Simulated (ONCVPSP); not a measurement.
## Transferability test, ONCV potential for lanthanum (La)

ONCVPSP 4.0.1 input, shortened (lines: element, Z, core and valence counts, functional; n l f; lmax; l rc ep ncon nbas qcut; lloc lpopt rc5 dvloc0; l nproj debl; icmod fcfact rcfact), LDA (Perdew-Wang 92), scalar-relativistic:

```
  La 57.00    9    2  -001012      upf
    1    0    2.00
    2    0    2.00
    2    1    6.00
    3    0    2.00
    3    1    6.00
    3    2   10.00
    4    0    2.00
    4    1    6.00
    4    2   10.00
    5    0    2.00
    5    1    6.00
    3
    0    2.05    0.00    4    7    5.10
    1    2.00    0.00    4    8    3.80
    2    1.85    0.04    4    7    6.10
    3    2.00    0.11    4    7    5.40
    4    5    1.85   -1.00
    0    2    3.30
    1    2    3.20
    2    2    3.20
    3    2    0.70
    2    0.45    0.95
```

In the d channel the program set the typed energies aside and used 0.050, 3.250 Ha. In the f channel the program set the typed energies aside and used -1.016, 0.250 Ha.

Energies are relative to the spin-unpolarised reference configuration 5s2 5p6; without spin polarisation the order of configurations can differ from experiment.

```json
{"valence configuration": "5s2 5p6 5d1 6s2", "charge": "0", "ΔE all-electron (eV)": "-36.401", "error AE − PS (meV)": "+55"}
{"valence configuration": "5s2 5p6 5d1 6s1", "charge": "+1", "ΔE all-electron (eV)": "-30.243", "error AE − PS (meV)": "+56"}
{"valence configuration": "5s2 5p6 5d1 6p1", "charge": "+1", "ΔE all-electron (eV)": "-27.185", "error AE − PS (meV)": "+55"}
```

**Question.** What are ΔE and the potential's error for 5s2 5p6 5d1?

**Answer.** ΔE = -19.097 eV all-electron; the error (AE − PS) is +53 meV.

Note: no bound ghost flagged; GHOST(+) flagged for s at 69.9 eV, p at 158.5 eV.
